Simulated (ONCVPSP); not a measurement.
**Transferability test, ONCV potential for W**

tungsten (W), optimised norm-conserving Vanderbilt (ONCV), made with ONCVPSP 4.0.1 (PBE, scalar-relativistic). Core [Kr] 4d10, reference 4f13 5s2 5p6 5d5 6s2. Waves: 5s+6s: rc 1.55 bohr, ncon 4, nbas 8, qcut 9.1 1/bohr, 2 projectors; 5p: rc 1.45 bohr, ncon 4, nbas 7, qcut 9.4 1/bohr, 2 projectors, debl 1.5 Ha; 5d: rc 1.80 bohr, ncon 5, nbas 9, qcut 5.8 1/bohr, 1 projector; 4f: rc 0.85 bohr, ncon 4, nbas 9, qcut 18.7 1/bohr, 1 projector. Local part: polynomial inside 0.60 bohr (lpopt 5, dvloc0 -1 Ha). Core correction: Teter function fitted to the true core (icmod 2), fcfact 0.5.

In the p channel the program set the typed energies aside and used -1.695, 0.250 Ha.

Energies are relative to the spin-unpolarised reference configuration 4f13 5s2 5p6 5d5 6s2; without spin polarisation the order of configurations can differ from experiment.

```
 valence configuration  charge  ΔE all-electron (eV)  error AE − PS (meV)
  4f14 5s2 5p6 5d4 6s2       0               -32.724                 -596
  4f14 5s2 5p6 5d4 6s1      +1               -23.840                 -561
  4f14 5s2 5p6 5d4 6s0      +2                -8.161                 -512
4f14 5s2 5p6 5d4 6s1.5    +0.5               -29.092                 -580
```

Levels in the configuration 4f14 5s2 5p6 5d4 6s1.5:

```json
{"level": "4f", "all-electron (eV)": "-36.794", "pseudo (eV)": "-35.767"}
{"level": "5s", "all-electron (eV)": "-82.666", "pseudo (eV)": "-82.339"}
{"level": "5p", "all-electron (eV)": "-46.810", "pseudo (eV)": "-46.735"}
{"level": "5d", "all-electron (eV)": "-7.976", "pseudo (eV)": "-7.966"}
{"level": "6s", "all-electron (eV)": "-8.857", "pseudo (eV)": "-8.818"}
```

Note: ghosts flagged at negative energy: s at -1097.1 eV, p at -336.0 eV, d at -41.2 eV; no localised positive-energy state flagged. A true bound ghost makes a file unfit for plane-wave use.
